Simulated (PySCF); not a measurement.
Planning a shielding job on `FC(F)[SiH2]O[SiH2]O[SiH3]`.

Method: GIAO PBE0/pcSseg-1 NMR shielding, non-relativistic, gas phase (PySCF 2.14.0, density-fitted response routines). Geometry: GFN2-xTB, MD frame at 625 fs, 300 K. Work: shieldings, density fitting. The input is one job of a driver script: a line of settings, then coordinates in Å.

Command:
```bash
OMP_NUM_THREADS=1 python probes_run.py task.json out
```

Input:
```
{"job": {"kind": "nmr", "xc": "PBE0", "basis": "pcSseg-1", "pop": false}, "charge": 0, "multiplicity": 1}
F     -1.711400     0.041100    -1.804600
C     -2.237900     0.496800    -0.603300
F     -3.514500     0.897200    -0.875500
Si    -2.452100    -0.707200     0.867400
O     -1.060500    -1.491400     1.157000
Si     0.531900    -1.850600     1.262900
O      1.292100    -0.456900     1.183800
Si     1.198100     1.148500     0.669400
H     -1.595000     1.332100    -0.290500
H     -3.511400    -1.741400     0.584000
H     -2.866400     0.330900     1.933900
H      0.881800    -2.634500     0.066600
H      0.733800    -2.264400     2.600500
H      0.953000     1.244900    -0.746200
H      2.512300     1.497100     1.220900
H      0.198200     1.991800     1.419000
```

Hardware: one thread of an Arm Neoverse V2, shared host. PySCF's memory limit was set to 1200 MB.

Question: How large is the basis?

Answer: 197 functions for 90 electrons, with 1098 fitting functions; the fitted three-index integrals, 1098 × 197 × 198/2 numbers of 8 bytes, come to 160 MiB.

Question: Estimate the wall time.

Answer: About 28 s. The SCF took 14 cycles.

Question: How much memory does it need at the peak?

Answer: About 0.91 GiB. Peak memory is the resident size of the whole Python process, interpreter and libraries included.

Question: At this speed, how long would 1000 such jobs take on 96 cores, one job a core?

Answer: 1000/96 gives 11 rounds of 28 s, about 5.1 min of wall time and 7.8 core-hours, if the jobs don't slow each other.

The SCF part of the output:
```
coarse grid: 15264 points
cycle   1  E = -1260.4966266930  dE =  8.565e-01  |g| = 1.195e+00  |ddm| = 3.642e+00
cycle   2  E = -1260.0602965393  dE =  4.363e-01  |g| = 1.948e+00  |ddm| = 2.264e+00
cycle   3  E = -1260.7366122189  dE = -6.763e-01  |g| = 1.039e-01  |ddm| = 1.649e+00
cycle   4  E = -1260.7382079881  dE = -1.596e-03  |g| = 6.768e-02  |ddm| = 1.506e-01
cycle   5  E = -1260.7388872151  dE = -6.792e-04  |g| = 1.424e-02  |ddm| = 4.443e-02
cycle   6  E = -1260.7389196781  dE = -3.246e-05  |g| = 2.207e-03  |ddm| = 1.085e-02
cycle   7  E = -1260.7389204614  dE = -7.832e-07  |g| = 7.007e-04  |ddm| = 2.052e-03
final grid: 135592 points
cycle   8  E = -1260.8178437702  dE = -2.509e-05  |g| = 1.073e-02  |ddm| = 2.111e-02
cycle   9  E = -1260.8178174699  dE =  2.630e-05  |g| = 1.636e-02  |ddm| = 1.697e-02
cycle  10  E = -1260.8178636544  dE = -4.618e-05  |g| = 7.089e-04  |ddm| = 1.065e-02
cycle  11  E = -1260.8178637441  dE = -8.970e-08  |g| = 2.723e-04  |ddm| = 7.942e-04
cycle  12  E = -1260.8178637577  dE = -1.365e-08  |g| = 8.932e-05  |ddm| = 2.100e-04
cycle  13  E = -1260.8178637588  dE = -1.066e-09  |g| = 2.465e-05  |ddm| = 6.029e-05
cycle  14  E = -1260.8178637589  dE = -9.732e-11  |g| = 4.323e-06  |ddm| = 2.000e-05
converged SCF energy = -1260.8178637589
```

On the final grid dE counts from the start density on that grid.

Other jobs ran on the host; a repeat could differ by tens of per cent or more.
